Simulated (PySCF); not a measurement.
What does the PBE0-D3(BJ)/def2-SVP structure of `C=NC1=C(OC)C1` look like in three dimensions?

```xyz
14
C5H7NO angstrom
C      3.3853   -0.0267    1.4092
N      2.2443    0.4045    1.7825
C      1.1428    0.0082    1.0982
C     -0.1453    0.0173    0.8942
O     -1.3514    0.4288    1.2182
C     -2.4131   -0.0692    0.4250
C      0.6169   -0.8282   -0.0675
H      4.2799    0.2936    1.9573
H      3.5208   -0.7117    0.5522
H     -3.3245    0.4317    0.7727
H     -2.2556    0.1573   -0.6409
H     -2.5257   -1.1578    0.5504
H      0.7678   -0.4827   -1.1065
H      0.5795   -1.9297    0.0158
```

Any rigid rotation of these coordinates is as good. Atoms count from 1 in this order. The 3-membered ring C3–C4–C7 has internal angles of 51.2° to 65.9°. Of the pairs four or more bonds apart, C7···H9 is among the closest relative to their van der Waals radii: 2.97 Å, 102 % of the sum of Bondi's values. The 3 C–C bonds span 1.304 Å (C3=C4, drawn double) to 1.528 Å (C3–C7, drawn single), a spread of 0.224 Å. The C–O distances run from 1.315 Å (C4–O5, drawn single) to 1.416 Å (O5–C6, drawn single), a spread of 0.101 Å.

Bonds between heavy atoms (Å): C1=N2 1.276, N2–C3 1.356, C3=C4 1.304, C4–O5 1.315, O5–C6 1.416, C4–C7 1.490, C3–C7 1.528.

Computed, not measured: PySCF, PBE0-D3(BJ)/def2-SVP geometry optimisation, gas phase.

Point group: near Cs, missed by 0.16 Å at most; the miss may be what the optimiser left on a soft mode. Not checked by PBE0-D3(BJ)/def2-SVP frequencies. The numbers are those of one conformer (C1–N2–C3–C4 -179°, C3–C4–O5–C6 -179°).

Hardware: an Arm Neoverse V2 with one thread, shared host with 192 logical CPUs at a one-minute load of 22. Cost: 23 s wall, 0.61 GiB resident at most. This is the geometry optimisation.
